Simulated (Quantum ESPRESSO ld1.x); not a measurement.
ld1.x (Quantum ESPRESSO 7.5) input

```
 &input
    zed=18.0,
    iswitch=1,
    rel=1,
    dft='PBE',
    config='[He] 2s2 2p5 3s0 3p0',
    prefix='ld1',
    max_out_wfc=37,
    file_charge='ld1.rho',
 /
```

Command: `OMP_NUM_THREADS=1 ld1.x < ld1.in > ld1.out`

It prints:

```
     Program LD1 v.7.5 starts

     --------------------------- All-electron run ----------------------------

     scalar relativistic calculation

     atomic number is 18.00
     dft =PBE   lsd =0 sic =0 latt =0  beta=0.20 tr2=1.0E-14
     Exchange-correlation= PBE
                           (   1   4   3   4   0   0   0)
     mesh =1937 r(mesh) =  99.24864 a.u. xmin = -8.00 dx = 0.00800
     1 Ry =  13.60569312 eV, c = 137.03599908

     n l     nl                  e(Ry)          e(Ha)          e(eV)
     1 0     1S 1( 2.00)      -247.9308      -123.9654     -3373.2706
     2 0     2S 1( 2.00)       -38.0134       -19.0067      -517.1981
     2 1     2P 1( 5.00)       -33.3991       -16.6995      -454.4177
     3 0     3S 1( 0.00)       -13.2287        -6.6143      -179.9852
     3 1     3P 1( 0.00)       -11.9414        -5.9707      -162.4714

     final scf error:  1.3E-15 reached in  33 iterations

     Etot =    -984.780037 Ry,    -492.390018 Ha,  -13398.614973 eV

     Ekin =     990.730702 Ry,     495.365351 Ha,   13479.577900 eV
     Encl =   -2186.637909 Ry,   -1093.318954 Ha,  -29750.724357 eV
     Eh   =     260.083522 Ry,     130.041761 Ha,    3538.616584 eV
     Exc  =     -48.956352 Ry,     -24.478176 Ha,    -666.085099 eV

     normalization and overlap integrals

     s(1S/1S) =  1.000000  <r> =   0.0856  <r2> =    0.0099  r(max) =   0.0560
     s(1S/2S) = -0.001445
     s(1S/3S) = -0.000635
     s(2S/2S) =  1.000000  <r> =   0.4001  <r2> =    0.1888  r(max) =   0.3334
     s(2S/3S) = -0.000348
     s(2P/2P) =  1.000000  <r> =   0.3582  <r2> =    0.1577  r(max) =   0.2730
     s(2P/3P) = -0.000286
     s(3S/3S) =  1.000000  <r> =   1.0524  <r2> =    1.2582  r(max) =   0.9740
     s(3P/3P) =  1.000000  <r> =   1.0589  <r2> =    1.2902  r(max) =   0.9740

     ------------------------ End of All-electron run ------------------------
```

Run on one thread of a shared host, so times are rough (Intel(R) Xeon(R) Processor @ 2.60GHz): 0.66 s of CPU time, 0.68 s wall, 33 iterations on 1937 mesh points.
